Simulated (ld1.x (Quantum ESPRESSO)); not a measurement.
**Varying the TM potential for H (Z = 1)**

Base potential:

ld1.x (Quantum ESPRESSO) 7.5 input, shortened:

```
&input
   title='H', zed=1., rel=1, dft='PZ', iswitch=3,
   config='1s1 2p-2'
 /
 &inputp
   pseudotype=2, tm=.true., lloc=0,
   nlcc=.false.
 /
2
2P  2  1  -2.00   0.50  1.00  1.00  0.0
1S  1  0   1.00   0.00  1.15  1.15  0.0
 &test
   configts(1)='1s1'
 /
```

Cutoffs, loose and tight: the cutoffs (Ry, on a coarse ladder) from which the occupation-weighted sum of valence levels, in a spherical-Bessel basis at the reference potential, stays within 10 and 1 mRy of its value at 400 Ry. They do not see the model core or the augmentation charge, which bear on the density cutoff. Test errors are all-electron minus pseudo excitation energies from the reference, over the configurations 1s0.5 (two spin-polarised tests are not counted in the largest error). A dash means not determined; rows that change the core or the reference have their own tests.

```tsv
change	outcome	cutoff, loose	cutoff, tight	bound ghosts
base	generated	21 Ry	40 Ry	none
wave 1s (bound): rc 1.15 bohr becomes 1s (bound): rc 0.76 bohr	generated	30 Ry	70 Ry	none
wave 1s (bound): rc 1.15 bohr becomes 1s (bound): rc 0.82 bohr	generated	30 Ry	60 Ry	none
wave 1s (bound): rc 1.15 bohr becomes 1s (bound): rc 1.00 bohr	generated	25 Ry	45 Ry	none
wave 1s (bound): rc 1.15 bohr becomes 1s (bound): rc 1.08 bohr	generated	21 Ry	40 Ry	none
wave 1s (bound): rc 1.15 bohr becomes 1s (bound): rc 1.20 bohr	generated	21 Ry	35 Ry	none
wave 1s (bound): rc 1.15 bohr becomes 1s (bound): rc 1.38 bohr	generated	18 Ry	30 Ry	none
wave 1s (bound): rc 1.15 bohr becomes 1s (bound): rc 1.60 bohr	generated	15 Ry	25 Ry	none
wave 1s (bound): rc 1.15 bohr becomes 1s (bound): rc 1.70 bohr	generated	15 Ry	21 Ry	none
```

Problem. What comes out with this change to the base: wave 1s (bound): rc 1.15 bohr becomes 1s (bound): rc 1.52 bohr?

Solution. outcome: generated; cutoff, loose: 18 Ry; cutoff, tight: 25 Ry; bound ghosts: none.

Problem. What comes out with this change to the base: wave 1s (bound): rc 1.15 bohr becomes 1s (bound): rc 1.32 bohr?

Solution. outcome: generated; cutoff, loose: 18 Ry; cutoff, tight: 35 Ry; bound ghosts: none.

Reading the sweep of the s radius (base included, trends over the rows without a ghost): The loose cutoff falls from 30 Ry at 0.76 to 15 Ry at 1.7 bohr. A larger radius leaves more room for a smooth pseudo-wave, so fewer plane waves are needed; a smaller one forces it to follow the all-electron wave where it bends sharply.
